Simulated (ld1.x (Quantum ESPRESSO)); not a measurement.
## Scattering properties, TM potential for boron

ld1.x (Quantum ESPRESSO) 7.5 input, shortened:

```
&input
   title='B', zed=5., rel=0, dft='PBE', iswitch=3,
   config='[He] 2s2 2p0 3d-2'
 /
 &inputp
   pseudotype=2, tm=.true., lloc=-2, rcloc=1.70,
   nlcc=.false.
 /
3
2S  1  0   2.00   0.00  1.40  1.40  0.0
2P  2  1   0.00   0.00  2.55  2.55  0.0
3D  3  2  -2.00   0.10  2.30  2.30  0.0
 &test
   configts(1)='2s2 2p0'
 /
```

The phase is arctan(r·u′/u) with u = r·R(r), unwrapped; energies in Ry, scanned from -3 to 5 Ry. A pole is an energy at which the radial function vanishes at the test radius. The pseudo phase is shifted by a multiple of π to meet the all-electron one at the reference energy, and phase errors are pseudo minus all-electron; the curves can meet again beyond the range given. Levels narrower than the energy grid can be missing from the lists of poles.

```
channel  radius (bohr)  reference energy (Ry)  poles, all-electron  poles, pseudo  unbroken range about the reference energy with phases within 0.05 rad  phase error 1 Ry above the reference energy (rad)
      s           2.74                  -1.43          -1.03, 4.18    -1.03, 4.12                                                        the whole range                                             -0.000
      p           2.74                  -0.98          -0.58, 3.71    -0.58, 4.38                                                              below 0.6                                             +0.011
      d           2.74                   0.10                 2.05           2.05                                                              below 4.1                                             +0.001
```

Phases in the s channel:

```json
{"E (Ry)": "-3.00", "all-electron": "1.282", "pseudo": "1.282"}
{"E (Ry)": "-2.76", "all-electron": "1.252", "pseudo": "1.252"}
{"E (Ry)": "-2.52", "all-electron": "1.209", "pseudo": "1.209"}
{"E (Ry)": "-2.28", "all-electron": "1.141", "pseudo": "1.141"}
{"E (Ry)": "-2.04", "all-electron": "1.007", "pseudo": "1.007"}
{"E (Ry)": "-1.80", "all-electron": "0.632", "pseudo": "0.632"}
{"E (Ry)": "-1.56", "all-electron": "-0.608", "pseudo": "-0.608"}
{"E (Ry)": "-1.32", "all-electron": "-1.332", "pseudo": "-1.332"}
{"E (Ry)": "-1.08", "all-electron": "-1.544", "pseudo": "-1.544"}
{"E (Ry)": "-0.84", "all-electron": "-1.646", "pseudo": "-1.646"}
{"E (Ry)": "-0.60", "all-electron": "-1.714", "pseudo": "-1.714"}
{"E (Ry)": "-0.36", "all-electron": "-1.771", "pseudo": "-1.771"}
{"E (Ry)": "-0.12", "all-electron": "-1.827", "pseudo": "-1.828"}
{"E (Ry)": "0.12", "all-electron": "-1.892", "pseudo": "-1.893"}
{"E (Ry)": "0.36", "all-electron": "-1.975", "pseudo": "-1.977"}
{"E (Ry)": "0.60", "all-electron": "-2.096", "pseudo": "-2.098"}
{"E (Ry)": "0.84", "all-electron": "-2.292", "pseudo": "-2.297"}
{"E (Ry)": "1.08", "all-electron": "-2.646", "pseudo": "-2.658"}
{"E (Ry)": "1.32", "all-electron": "-3.228", "pseudo": "-3.248"}
{"E (Ry)": "1.56", "all-electron": "-3.795", "pseudo": "-3.812"}
{"E (Ry)": "1.80", "all-electron": "-4.131", "pseudo": "-4.142"}
{"E (Ry)": "2.04", "all-electron": "-4.316", "pseudo": "-4.323"}
{"E (Ry)": "2.28", "all-electron": "-4.427", "pseudo": "-4.433"}
{"E (Ry)": "2.52", "all-electron": "-4.501", "pseudo": "-4.506"}
{"E (Ry)": "2.76", "all-electron": "-4.554", "pseudo": "-4.558"}
{"E (Ry)": "3.00", "all-electron": "-4.594", "pseudo": "-4.598"}
{"E (Ry)": "3.24", "all-electron": "-4.626", "pseudo": "-4.630"}
{"E (Ry)": "3.48", "all-electron": "-4.652", "pseudo": "-4.656"}
{"E (Ry)": "3.72", "all-electron": "-4.675", "pseudo": "-4.679"}
{"E (Ry)": "3.96", "all-electron": "-4.695", "pseudo": "-4.699"}
{"E (Ry)": "4.20", "all-electron": "-4.714", "pseudo": "-4.718"}
{"E (Ry)": "4.44", "all-electron": "-4.731", "pseudo": "-4.736"}
{"E (Ry)": "4.68", "all-electron": "-4.748", "pseudo": "-4.753"}
{"E (Ry)": "4.92", "all-electron": "-4.764", "pseudo": "-4.771"}
```
